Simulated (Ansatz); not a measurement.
Geometry optimisation, RKS r2SCAN-D4/def2-SVP (Ansatz 0.2.0).

The input (input.yaml):

```yaml
crystal:
  periodic: [false, false, false]
  atoms:
    - { symbol: B, position_ang: [-1.4046, 0.4155, -0.4194] }
    - { symbol: As, position_ang: [-0.3408, -0.609, 0.9104] }
    - { symbol: B, position_ang: [0.8251, -1.4134, -0.5499] }
    - { symbol: "N", position_ang: [0.9428, 0.8479, 1.2322] }
    - { symbol: H, position_ang: [-1.7274, -0.0241, -1.4935] }
    - { symbol: H, position_ang: [-2.0561, 1.4207, -0.0593] }
    - { symbol: H, position_ang: [1.9471, -1.8334, -0.2338] }
    - { symbol: H, position_ang: [0.43, -1.7119, -1.5816] }
    - { symbol: H, position_ang: [0.3563, 1.5612, 1.8476] }
    - { symbol: H, position_ang: [1.1107, 1.2954, 0.3504] }
basis:
  gaussian: { orbitals: def2-SVP }
hamiltonian:
  xc: r2scan
  dispersion: d4
relax:
  f_tol: 0.015
  max_steps: 40
output:
  orbitals: {}
```

Run as:

```bash
$ ansatz run input.yaml --threads 2 --pin off --max-ram 3072MiB --backend cpu --events-out ev --progress --plain --runs-dir out
```

Task: Where does it end, and by what steps?

Result: The run converged. After 18 steps the energy has fallen by 1.085 eV; H10 moved furthest, 0.86 Å.

```tsv
step	energy less start (eV)	largest force component (eV/Å)	accepted
0	0.0000	2.851	yes
1	-0.3584	1.135	yes
2	-0.6602	0.672	yes
3	-0.9018	0.655	yes
4	-1.0342	0.321	yes
5	-1.0551	0.286	yes
6	-1.0763	0.100	yes
7	-1.0804	0.057	yes
8	-1.0758	0.518	no
9	-1.0822	0.020	yes
10	-1.0820	0.241	no
11	-1.0836	0.030	yes
12	-1.0843	0.088	yes
13	-1.0840	0.144	no
14	-1.0848	0.040	yes
15	-1.0850	0.023	yes
16	-1.0852	0.030	yes
17	-1.0852	0.028	yes
18	-1.0853	0.009	yes
```

```xyz
10
Properties=species:S:1:pos:R:3
B -1.578 0.537 -0.641
As -0.123 -0.259 0.355
B 0.922 -1.590 -0.588
N 0.971 0.939 1.260
H -2.167 -0.181 -1.407
H -1.888 1.685 -0.447
H 2.103 -1.680 -0.385
H 0.304 -2.342 -1.297
H 0.719 0.955 2.249
H 0.818 1.884 0.904
```

Whether the end is a true minimum wasn't checked by a vibrational analysis.

The run took 54 s on 2 threads of Intel(R) Xeon(R) Platinum 8488C (Sapphire Rapids), on a shared host, peak memory 0.19 GiB.
